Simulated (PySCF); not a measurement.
# Ions at one geometry of Pb(CH3)2

PySCF 2.14.0, RKS PBE0, Pb def2-SVP with ECP60, C def2-SVP, H def2-SVP; non-relativistic Hamiltonian with scalar-relativistic core potentials where named; density fitting; no spin-orbit coupling; singlets restricted, open shells unrestricted. The geometry is relaxed for charge 0, singlet, vacuum:

```xyz
9

Pb    0.0000    0.0000   -0.7706
C     1.6495    0.0000    0.8402
H     2.6600    0.0000    0.4070
H     1.5282    0.8891    1.4813
H     1.5282   -0.8891    1.4813
C    -1.6495    0.0000    0.8402
H    -2.6600    0.0000    0.4070
H    -1.5282   -0.8891    1.4813
H    -1.5282    0.8891    1.4813
```

Energies count from the relaxed state; an electron taken off or put on is at rest in vacuum. Charges and spins are Mulliken's.

| state | energy (eV) | spin squared | charge on Pb1 (e) | spin on Pb1 (e) | dipole about the centre of mass (D) |
| --- | --- | --- | --- | --- | --- |
| charge 0, singlet, vacuum | 0.00 | 0.00 | 0.47 | 0.00 | 0.53 |
| charge +1, doublet, vacuum | 7.95 | 0.76 | 0.90 | 0.41 | 1.30 |

What does the state charge -1, doublet, vacuum give?

energy (eV) -0.44, spin squared 0.75, charge on Pb1 (e) -0.29, spin on Pb1 (e) 1.07, dipole about the centre of mass (D) 0.89.

With an electron taken off (doublet) the charges change, summed by element, by Pb +0.43 e, C +0.09 e, H +0.48 e. The vertical ionisation energy is 7.95 eV, against −ε(HOMO) = 5.94 eV of the relaxed state. The level lies 2.0 eV too high, as is usual for semilocal functionals and global hybrids, which keep a self-interaction error.

With an electron put on (doublet) the charges change, summed by element, by Pb -0.76 e, C +0.11 e, H -0.35 e. The vertical electron affinity is 0.44 eV, against −ε(LUMO) = 2.23 eV of the relaxed state. The basis has no diffuse functions, which an added electron needs. The added electron's level lies above zero.

Open shells may have lower solutions than those found.
